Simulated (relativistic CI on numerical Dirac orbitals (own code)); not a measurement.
# Crystal-field levels of Mo⁵⁺, 4d

Calculated by Dirac-Coulomb-Breit CI, KLI orbitals optimised for each configuration, model QED, valence Slater integrals scaled by 0.7, one configuration in a parametric crystal field (own radial code).

Field parameters in Wybourne normalisation: Td as Oh with Dq negative (B⁴₀ = 21Dq, B⁴₄ = √(5/14) B⁴₀). The field is a parameter set, without covalency.

S is read from ⟨S²⟩ = S(S + 1).

Levels (cm⁻¹, degeneracy): 0 (4), 7599 (4), 8876 (2).

(1) Which field gives this pattern?
A. Td, 10Dq = -15000 cm⁻¹
B. Td, 10Dq = -7700 cm⁻¹
C. Td, 10Dq = -9650 cm⁻¹

## Answers

(1) B. Td, 10Dq = -7700 cm⁻¹, ground level with S = 0.50.
